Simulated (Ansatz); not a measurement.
One change: `[SiH3][SiH2]I` becomes `[SiH3][SiH2]S`.

Ansatz, PBE0-D4/def2-TZVP geometries, multiplicity 1. Each molecule was computed in one conformer, which needn't be the lowest.

Elements past krypton have def2 core potentials.

```
                                        property  `[SiH3][SiH2]I`
  zero-point energy (PBE0-D4/def2-TZVP) / kJ/mol            111.4
             LUMO energy (B3LYP/def2-TZVPP) / eV            -1.25
size of the dipole moment (B3LYP/def2-TZVPP) / D             1.29
             HOMO–LUMO gap (PBE/def2-TZVPP) / eV             4.53
           HOMO energy (ωB97M-V/def2-TZVPP) / eV            -9.56
               LUMO energy (PBE/def2-TZVPP) / eV            -1.89
```

Q: What does the change do to each property? (Best estimate.)

A: The calculation gave: 
| property | `[SiH3][SiH2]S` | shift |
| --- | --- | --- |
| zero-point energy (PBE0-D4/def2-TZVP) / kJ/mol | 134.0 | 22.6 |
| LUMO energy (B3LYP/def2-TZVPP) / eV | -0.59 | 0.66 |
| size of the dipole moment (B3LYP/def2-TZVPP) / D | 0.91 | -0.38 |
| HOMO–LUMO gap (PBE/def2-TZVPP) / eV | 5.03 | 0.50 |
| HOMO energy (ωB97M-V/def2-TZVPP) / eV | -9.70 | -0.14 |
| LUMO energy (PBE/def2-TZVPP) / eV | -1.24 | 0.65 |

The zero-point energy changes by 22.6 kJ/mol with +3 modes. Dipoles are sizes alone; their direction can turn.

B3LYP here is the variant with VWN-RPA as its local correlation; programs differ in this.

Spin–orbit coupling is left out; it splits and shifts lone-pair levels of the heavy atoms by tenths of an eV.
